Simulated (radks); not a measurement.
The numbers below are computed, except where a source is named.
Task: These are the eigenvalues of the occupied orbitals of an atom or ion with whole-number occupations (eV). Code: a radial shooting solver on a logarithmic mesh with Libxc functionals. Model: Dirac Kohn-Sham, PBE, spin-unpolarised, spherical densities, finite nucleus; Fermi nuclear charge, rms radius of each element as measured or else 0.836 A^(1/3) + 0.57 fm.

orbital  eigenvalue
1s1/2     -85606.16
2s1/2     -15373.17
2p1/2     -14769.26
2p3/2     -12703.80
3s1/2     -3799.496
3p1/2     -3525.986
3p3/2     -3066.636
3d3/2     -2613.549
3d5/2     -2515.406
4s1/2     -979.8088
4p1/2     -861.6679
4p3/2     -749.7991
4d3/2     -556.4967
4d5/2     -535.5794
5s1/2     -293.7339
4f5/2     -285.7379
4f7/2     -281.0740
5p1/2     -252.3423
5p3/2     -229.4323
5d3/2     -167.8787

Which element is it, and in what charge state? The configuration may be excited. Open shells, if any, fill j = l - 1/2 first.

Result: Z = 81, thallium, charge +10: Tl10+ in [Xe] 4f14 5d3. The list shows which subshells hold electrons but not how many an open one holds; the 1s level, -3146 hartree, gives Z - s = 79.3 by -(Z - s)^2/2, which with screening and relativity narrows Z to a few neighbours, and the depths of the outer levels then fix element, charge and occupations together.
